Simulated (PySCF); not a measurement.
Compound: C₄H₁₁FSSi.
Numbering: `[CH3:1][C:2]([CH3:3])([CH2:4][SH:5])[SiH2:6][F:7]` (hydrogens: H8, H9, H10 on C1; H11, H12, H13 on C3; H14, H15 on C4; H16 on S5; H17, H18 on Si6)

Geometry (GFN2-xTB, Å), atoms numbered from 1 in this order:
```xyz
18
C4H11FSSi angstrom
C     -1.103    0.247   -1.290
C     -0.127    0.167   -0.110
C     -0.262    1.437    0.734
C      1.287    0.099   -0.687
S      2.588   -0.185    0.566
Si    -0.522   -1.376    0.956
F     -2.121   -1.385    1.152
H     -1.039   -0.644   -1.914
H     -2.124    0.337   -0.928
H     -0.882    1.114   -1.912
H     -1.243    1.484    1.203
H      0.495    1.460    1.516
H     -0.138    2.324    0.113
H      1.557    1.049   -1.153
H      1.377   -0.692   -1.430
H      2.462   -1.508    0.635
H      0.018   -1.311    2.302
H     -0.231   -2.610    0.236
```

Computed, not measured: PySCF, TDDFT CAM-B3LYP/def2-SVPD, vertical, gas phase, core orbitals frozen in the response.

Transition dipole moments from the ground state, in atomic units and in the frame of the coordinates above (overall signs are arbitrary), for the states with f of 0.002 or more among the lowest 7:

| state | E (eV) | μx | μy | μz |
| --- | --- | --- | --- | --- |
| S1 | 5.562 | -0.280 | -0.005 | 0.099 |
| S2 | 6.215 | 0.298 | -0.039 | -0.234 |
| S3 | 6.971 | -0.131 | -0.185 | 0.138 |
| S4 | 7.267 | 0.049 | -0.205 | 0.134 |
| S5 | 7.304 | -0.433 | 0.023 | 0.118 |
| S6 | 7.545 | 0.443 | -0.009 | 0.003 |
| S7 | 7.880 | -0.012 | 0.352 | -0.183 |

**Question.** What oscillator strength does each state have?

**Answer.** f = (2/3) ΔE |μ|² with ΔE in hartree (27.2114 eV).

```
state  |μ|² (au)  |μ| (D)      f
   S1      0.088     0.75  0.012
   S2      0.145     0.97  0.022
   S3      0.071     0.67  0.012
   S4      0.063     0.64  0.011
   S5      0.202     1.14  0.036
   S6      0.196     1.13  0.036
   S7      0.158     1.01  0.030
```

**Question.** Which bond between heavy atoms lies closest to the direction of the S6 transition dipole?

**Answer.** Si6–F7, at 8° from it; next C2–C4 at 23°.

**Question.** What angle do the transition dipoles of S2 and S7 make?

**Answer.** |cos θ| = |μa·μb| / (|μa| |μb|) = 0.17, so θ ≈ 80° (taken between 0 and 90°, since the signs are arbitrary).

**Question.** How is the summed strength of these states shared among x, y and z?

**Answer.** (2/3) Σ ΔE μα² gives 0.097 for x, 0.038 for y and 0.025 for z, 0.160 in all.

Time: 1.8 min of wall time (with the writing of density and orbital grids); peak memory 1.1 GiB. Hardware: one thread, Arm Neoverse N1 (aarch64), no GPU, shared host.

One conformer stands for the species.

Without π bonds the low states may be Rydberg-like; a valence basis with one diffuse set may place them up to an eV too high.
